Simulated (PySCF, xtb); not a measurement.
2,5-dihydro-1H-silol-1-amine (C4H9NSi), SMILES N[SiH]1CC=CC1. Other conformers were not sampled.

Harmonic wavenumbers (cm⁻¹) from xtb with GFN2-xTB at its own minimum, in rising order: 64, 171, 196, 217, 350, 421, 505, 577, 632, 646, 687, 709, 742, 792, 815, 836, 904, 913, 985, 1024, 1092, 1114, 1137, 1236, 1251, 1322, 1469, 1472, 1518, 1717, 2251, 2945, 2961, 2975, 2987, 3046, 3063, 3470, 3509.

Question: What does PBE-D3(BJ)/def2-SVP run with PySCF give at its own minimum? (Estimate from the structure and the level; the computed values follow.)

Answer: 57, 170, 221, 268, 361, 429, 446, 590, 594, 640, 666, 704, 735, 779, 822, 854, 894, 923, 939, 944, 1068, 1070, 1076, 1148, 1183, 1320, 1357, 1360, 1497, 1637, 2158, 2957, 2965, 3005, 3009, 3072, 3095, 3474, 3568. Paired by order, the mean absolute difference is 34 cm⁻¹ and the zero-point energies are 75.4 and 74.4 kcal/mol.
